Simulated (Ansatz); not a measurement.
System: CNO, net charge 0, doublet state. It need not be the lowest isomer of its formula. SMILES: C(=O)=[N]
Geometry: optimised at B3LYP-D3(BJ)/def2-TZVP (Ansatz, a first-principles code).

Wanted: atomisation energy (electronic, to ground-state atoms); the coupled-cluster value holds the core correlation from cc-pwCVTZ, in kJ/mol. Correlated levels leave the core frozen unless marked. Open shells are spin-unrestricted. Spin-orbit coupling is left out. Non-relativistic. CBS(X,Y): correlation extrapolated as X^-3; Hartree-Fock from the larger set.

Level to compare with: CCSD(T)/CBS(cc-pVTZ,cc-pVQZ) plus the core term (Ansatz), 1325.5 kJ/mol. It is a level with limits of its own, and the differences hold the functionals' basis error too.

Task: Rank these functionals by how close they come to CCSD(T)/CBS(cc-pVTZ,cc-pVQZ), closest first: wB97X-V/def2-TZVPD (Ansatz); wB97X/def2-TZVPD (Ansatz); B97M-V/def2-TZVPD (Ansatz).

Result: wB97X/def2-TZVPD (range-separated hybrid, 1339.0 kJ/mol, difference 13.5), wB97X-V/def2-TZVPD (range-separated hybrid with VV10, 1344.8 kJ/mol, difference 19.3), B97M-V/def2-TZVPD (meta-GGA with VV10, 1355.8 kJ/mol, difference 30.3)
